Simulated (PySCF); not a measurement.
Radial density of Al (aluminium, neutral)

UHF, [Ne] 3s1 3p2, high-spin 4P determinant (an excited configuration). All numbers are calculated (PySCF 2.14, scalar relativity by spin-free X2C-1e, in aug-cc-pCVTZ-DK).

```csv
r (bohr),4πr²ρ (e/bohr),4πr²(ρα − ρβ)
0.00168,0.05567,0.0001
0.00283,0.1467,0.0003
0.00475,0.3822,0.0008
0.00800,0.9690,0.0019
0.0135,2.334,0.0047
0.0226,5.129,0.0102
0.0381,9.650,0.0188
0.0640,13.99,0.0259
0.108,13.50,0.0261
0.181,8.988,0.0530
0.305,10.36,0.1604
0.512,12.38,0.1348
0.862,5.324,-0.0109
1.45,1.081,0.5702
2.44,1.139,1.1345
4.10,0.4345,0.4345
6.90,0.03694,0.0369
```

Densities and radii are taken from the X2C orbitals without a picture-change correction, which distorts them close to the nucleus.

**Question.** Where is the radial spin density 4πr²(ρα − ρβ) most negative, and why is it negative at all?

**Answer.** Around r = 0.862 bohr, down to -0.0109 e/bohr: exchange with the open shell polarises the paired shells in an unrestricted calculation.
